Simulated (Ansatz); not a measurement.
Coupled-cluster diagnostics for ReO₃ (the lowest doublet isomer of a short search), Ansatz.

Geometry of the doublet (r2SCAN-D4/def2-TZVP):

Cartesian coordinates in Å:
```
Re -0.350 0.483 0.352
O -1.585 -0.429 1.047
O 0.539 0.065 -1.274
O 1.396 -0.119 -0.125
```

In the def2 sets Re takes a core potential; there is no spin–orbit coupling. Correlated methods freeze 3 core orbitals; core or outer-core shells of Re are correlated, in sets that lack core-valence functions. The structure holds one bond between oxygen atoms, so isomers without such links may lie far lower. At PBE0-D4/def2-TZVP a triplet of charge 1 lies 0.28 eV below the restricted singlet at the same geometry. The structure comes from a short search, and lower isomers may exist.

Geometry of the charge 0 quartet (r2SCAN-D4/def2-TZVP):

Cartesian coordinates in Å:
```
Re -0.427 -0.426 -0.093
O -1.771 0.049 -1.017
O 0.753 0.402 1.168
O 1.445 -0.025 -0.057
```

**Question.** Estimate the CCSD(T) correlation energy, the shares of MP2 and (T), T1 and the reference's ⟨S²⟩ for: charge 0, doublet, own geometry in def2-TZVPP; charge 0, quartet, own geometry in def2-TZVPP; charge 1, singlet, vertical in def2-TZVPP; and the rough time on 4 threads of Arm Neoverse V1 on a shared host.

**Answer.** 
```
                          state       basis  correlation (eV)  MP2 share (%)  (T) share (%)     T1  ⟨S²⟩ (pure)  wall time                                              remarks
charge 0, doublet, own geometry  def2-TZVPP           -33.610           98.0            5.8  0.059  1.70 (0.75)    3.9 min  flagged by the program, large T1, spin-contaminated
charge 0, quartet, own geometry  def2-TZVPP           -32.954           97.5            5.4  0.041  3.97 (3.75)    2.7 min                                    spin-contaminated
    charge 1, singlet, vertical  def2-TZVPP           -34.518           99.6            6.6  0.051  0.00 (0.00)       42 s                    large T1, restricted SCF unstable
```
Customary marks for T1 are 0.02 (closed shells), 0.045 (open shells) and about 0.05 (3d metals). T1 exceeds 0.02 in 3 of 3 rows and 0.045 in 2; the higher it lies, the less the single-reference result can be trusted.
